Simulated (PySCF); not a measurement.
Relaxation of singlet Cd2H4

All numbers come from PBE/[Cd def2-SVP with ECP28, H def2-SVP], scalar-relativistic core potentials, density fitting, no spin–orbit coupling, PySCF. A (50,194) grid was used.

A hand-made ethylene-like start, of C2h symmetry, held to at least that symmetry:

```xyz
6
charge 0 multiplicity 1, angstrom
Cd    1.3600    0.0000    0.0000
Cd   -1.3600    0.0000    0.0000
H     2.2000    1.4448    0.1500
H     2.2000   -1.4448    0.1500
H    -2.2000    1.4448   -0.1500
H    -2.2000   -1.4448   -0.1500
```

What forces act on the atoms at the start (eV/Å)?


| atom | Fx | Fy | Fz |
| --- | --- | --- | --- |
| Cd1 | 1.82 | 0.00 | 0.12 |
| Cd2 | -1.82 | 0.00 | -0.12 |
| H3 | -0.49 | 1.24 | -0.07 |
| H4 | -0.49 | -1.24 | -0.07 |
| H5 | 0.49 | 1.24 | 0.07 |
| H6 | 0.49 | -1.24 | 0.07 |

What does it relax to?

It ends at D2h with Cd–H 1.685 Å (×4); H–Cd–H 179.6° (×2). The molecule has come apart into CdH₂ + CdH₂. The frequency run here used a shortcut that can spoil soft modes, so no verdict on minimum or saddle point is given.

How much energy is released, and in how many steps?

224.1 kJ/mol in 17 steps.

Stability towards spin polarisation was not tested.
